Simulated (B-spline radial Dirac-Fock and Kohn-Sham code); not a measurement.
# Ionisation of each subshell: C⁴⁺

System: carbon as C⁴⁺, configuration 1s2; nuclear rms radius 2.4702 fm (A = 12).

These are calculated numbers from a radial B-spline solver; the model is Dirac-Fock ΔSCF + Breit + QED. No correlation. Energies are counted from the vacuum level.

All terms are in eV, carry their sign (relaxation lowers the binding energy) and add up to the binding energy; ⟨r⟩ is the mean radius of the orbital in the initial state.

| subshell | −ε (Koopmans) | relaxation | Gaunt | retardation | QED | binding energy | ⟨r⟩ (bohr) |
| --- | --- | --- | --- | --- | --- | --- | --- |
| K (1s) | 392.5 | -1.52 | -0.07 | 0.00 | -0.02 | 390.9 | 0.267 |

Going to the tabulated ground configuration of the next ion removes an electron from K (1s), computed at 390.9 eV. NIST lists 392.0906 eV as the ionisation energy of this species (theoretical), +1.22 eV from the computed value.
